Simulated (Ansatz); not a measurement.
Basis-set extrapolation for C2H5AlFNS (`FC1N[CH2][AlH][S]1`) (PBE0-D4/def2-TZVP geometry, frozen core, Ansatz 0.2.0). Multiplicity 1, RHF reference.

|  | def2-TZVPP | def2-QZVPP |
| --- | --- | --- |
| HF | -872.119087 | -872.147389 |
| MP2 correlation | -1.037346 | -1.119884 |
| CCSD(T) correlation | -1.123336 | not run |

Energies in hartree. Use E(X) = E(∞) + A·exp(−7.88·√X) for Hartree–Fock and E(X) = E(∞) + B·X^(−2.97) for correlation, with X = 3 and 4, and add CCSD(T) minus MP2 of the smaller set to the MP2 limit.

**Question.** What is the CCSD(T) energy at the basis-set limit?

**Answer.** HF limit: -872.147389 + (-0.028302) × 0.13774 = -872.15129. MP2 limit: -1.119884 + (-0.082538) × 0.74074 = -1.18102. Higher-order term: -1.123336 − (-1.037346) = -0.08599. Total: -873.41830 hartree, 461.8 kJ/mol below CCSD(T)/def2-TZVPP.
